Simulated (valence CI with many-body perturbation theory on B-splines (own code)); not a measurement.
Nd¹¹⁺: E2, M1 decay

Method: relativistic CI+MBPT: three valence electrons over a frozen Dirac-Fock core [Kr] 4d10, radial functions for each j: 7 s, 7 p, 7 d, 7 f, 4 g, 2 h, with the one-electron correlation potential Σ1, the two-electron term Σ2, the three-electron term Σ3, Breit, model QED; selected CI, second order for the rest, scaled by the run's own slope (own B-spline code, finite nucleus).

No measured levels were compared; by estimate terms of the open shell hold to a few per cent of their energy, and close levels can change places; configurations with another count of f electrons can be misplaced by thousands of cm⁻¹.

Lines 1 to 28 of 28 in falling wavelength, among levels below 443930 cm⁻¹, chosen from the decays that carry over 1 % of a level's rate. Wavelengths and rates use the calculated energies, so an error of 3000 cm⁻¹ moves a line at 15500 Å by 46 % and its rate by three times that or more. Electric multipoles are in the length gauge, E1 and E2 with the static RPA response of the core. S is in atomic units (e²a₀⁴ for E2 and M2, e²a₀⁶ for E3), for M1 in squared Bohr magnetons. Weak lines are less certain than strong ones. Lines between different terms over intervals too small for the method are left out, as are lines whose strength nearly cancels. Where a level lies close to another of its J and parity, the split of strength between their lines is uncertain. Intervals below about 3000 cm⁻¹, as at the head of this list, are uncertain by tens of per cent.

Names give the largest LS component (configuration and term), which can be under half, so a name can repeat, a term be missing and a line seem to break the LS rules; names also repeat where a configuration has a term twice.

```tsv
λ vac (Å)	Upper	Lower	Type	A (s⁻¹)	S (a.u.)
55480	4f3 2L°_17/2	4f3 2L°_15/2	M1	7.25e-02	8.26e+00
45700	4f2.5s 4H_11/2	4f2.5s 4H_9/2	M1	4.89e-01	2.08e+01
39730	4f2.5s 4H_13/2	4f2.5s 4H_11/2	M1	4.92e-01	1.60e+01
23790	4f.5s2 2F°_7/2	4f.5s2 2F°_5/2	M1	8.63e-01	3.44e+00
23400	4f2.5s 2H_11/2	4f2.5s 2H_9/2	M1	8.45e-01	4.81e+00
15500	4f2.5s 2H_11/2	4f2.5s 4F_9/2	M1	2.07e-01	3.43e-01
9306	4f2.5s 2H_11/2	4f2.5s 4H_13/2	M1	5.70e-01	2.04e-01
7540	4f2.5s 2H_11/2	4f2.5s 4H_11/2	M1	4.35e-02	8.29e-03
6929	4f3 2L°_17/2	4f3 2K°_15/2	M1	1.12e+00	2.48e-01
6472	4f2.5s 2H_11/2	4f2.5s 4H_9/2	M1	2.86e-01	3.46e-02
5343	4f2.5s 2I_13/2	4f2.5s 2H_11/2	M1	2.85e-01	2.25e-02
5326	4f2.5s 2I_11/2	4f2.5s 2H_11/2	M1	8.32e-01	5.59e-02
4338	4f2.5s 2I_11/2	4f2.5s 2H_9/2	M1	6.65e-01	2.42e-02
3964	4f2.5s 2I_11/2	4f2.5s 4F_9/2	M1	7.96e-02	2.21e-03
3394	4f2.5s 2I_13/2	4f2.5s 4H_13/2	M1	1.81e+00	3.68e-02
3127	4f2.5s 2I_13/2	4f2.5s 4H_11/2	M1	1.29e+00	2.05e-02
3121	4f2.5s 2I_11/2	4f2.5s 4H_11/2	M1	5.69e-01	7.70e-03
2922	4f2.5s 2I_11/2	4f2.5s 4H_9/2	M1	8.68e-01	9.63e-03
2800	4f3 2L°_17/2	4f3 4I°_15/2	M1	2.33e-02	3.41e-04
2708	4f.5s.5p 4G_11/2	4f.5s.5p 4F_9/2	M1	5.70e+02	5.04e+00
2228	4f.5s.5p 4D_1/2	4f2.5s 4P_3/2	M1	1.94e+02	1.59e-01
2213	4f.5s.5p 4D_1/2	4f.5s.5p 4F_3/2	M1	4.42e+02	3.55e-01
2204	5s2.5p 2P°_3/2	5s2.5p 2P°_1/2	M1	8.40e+02	1.33e+00
2204	5s2.5p 2P°_3/2	5s2.5p 2P°_1/2	E2	1.56e+01	2.91e+00
1888	5s2.5p 2P°_1/2	4f.5s2 2F°_5/2	E2	1.58e+01	6.77e-01
1445	4f.5s.5p 4G_11/2	4f2.5s 4H_13/2	E2	3.47e+01	2.35e+00
1062	5s2.5p 2P°_3/2	4f.5s2 2F°_7/2	E2	2.41e+02	1.17e+00
1017	5s2.5p 2P°_3/2	4f.5s2 2F°_5/2	E2	4.90e+01	1.90e-01
```
